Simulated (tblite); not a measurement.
Species: C3H3F4Se (doublet state).
Atom-mapped SMILES: `[F:1][CH:2][Se:3][CH2:4][C:5]([F:6])([F:7])[F:8]` (hydrogens: H9 on C2; H10, H11 on C4)

Computed with GFN2-xTB (tblite), gas phase: L-BFGS steps from a force-field or distance-geometry start until the largest atomic force falls under 0.01 eV/Å.

Geometry at step 11:
```
atom  x, y, z in Å
F1      2.8061    1.0166    0.2925
C2      2.3825   -0.2575    0.2464
Se3     0.9505   -0.7640   -0.7867
C4     -0.4998    0.5472   -0.2907
C5     -1.6903   -0.2687    0.1170
F6     -2.0791   -1.0774   -0.8798
F7     -1.4143   -1.0675    1.1535
F8     -2.7452    0.4766    0.4683
H9      3.1982   -0.9619    0.3448
H10    -0.1982    1.2312    0.4919
H11    -0.7049    1.1281   -1.1831
```

Question: Give the atomic forces at this geometry.

Answer: 
```
atom  Fx (eV/Å)  Fy (eV/Å)  Fz (eV/Å)
  F1     -0.172      0.034     -0.142
  C2      0.018      0.012      0.365
 Se3     -0.083     -0.041     -0.140
  C4      0.436      0.088     -0.133
  C5      0.080     -0.119     -0.068
  F6     -0.132      0.031     -0.034
  F7     -0.006     -0.008      0.147
  F8     -0.018     -0.003     -0.049
  H9     -0.056      0.018     -0.068
 H10      0.187     -0.047      0.325
 H11     -0.255      0.037     -0.203
```

The largest, 0.46 eV/Å, acts on C4; the rms over all components is 0.151 eV/Å. The forces sum to zero within rounding, as they must for an isolated molecule in no field.

Question: Give the force on C4 in Eh/bohr and in nN.

Answer: 0.464 eV/Å ÷ 51.422 = 0.00903 Eh/bohr, and 0.464 eV/Å × 1.602 = 0.74 nN.

Question: How far is this geometry from the end of the optimisation?

Answer: 0.094 eV above it, and 0.160 Å rms away after alignment. The bonds farthest from their final lengths, with half the difference of the two atoms' forces along the bond (positive lengthens):

```
  bond  now (Å)  final (Å)  force along bond (eV/Å)
Se3–C4    2.017      1.984                    -0.14
C2–Se3    1.837      1.856                    +0.19
C4–H10    1.082      1.090                    +0.09
 C4–C5    1.500      1.507                    +0.21
C4–H11    1.084      1.091                    +0.08
 F1–C2    1.343      1.347                    -0.03
```

The angle farthest from its final value is C2–Se3–C4, 104.1° against 96.2°.

Of the 2 listed bonds off by 0.010 Å or more, this force points towards the final length in 2.

The cost below is that of the whole relaxation. Time: 0.27 s of wall time. Hardware: one thread, Arm Neoverse V1 (aarch64), no GPU, on a shared host.
